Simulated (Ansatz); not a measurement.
`[OH][Zn-]1[O]C=CC=[O+]1`, charge 0, multiplicity 1.

Problem. Give a relaxed structure at PBE0-D4/def2-TZVP (Ansatz). (An estimate is asked.)

Solution. Ansatz gave: 
Z-matrix (Å, degrees):
```
Zn
O 1 1.953
O 1 1.938 2 95.7
O 1 1.794 2 133.7 3 180.0
C 2 1.262 1 122.3 3 0.0
C 3 1.262 1 122.7 2 -0.0
H 4 0.959 1 113.4 2 0.3
C 5 1.392 2 127.5 1 -0.0
H 5 1.098 2 115.5 1 180.0
H 6 1.098 3 115.3 1 -180.0
H 8 1.082 5 117.9 2 -180.0
```
Point group Cs.
This is one stationary point; other conformers may exist.
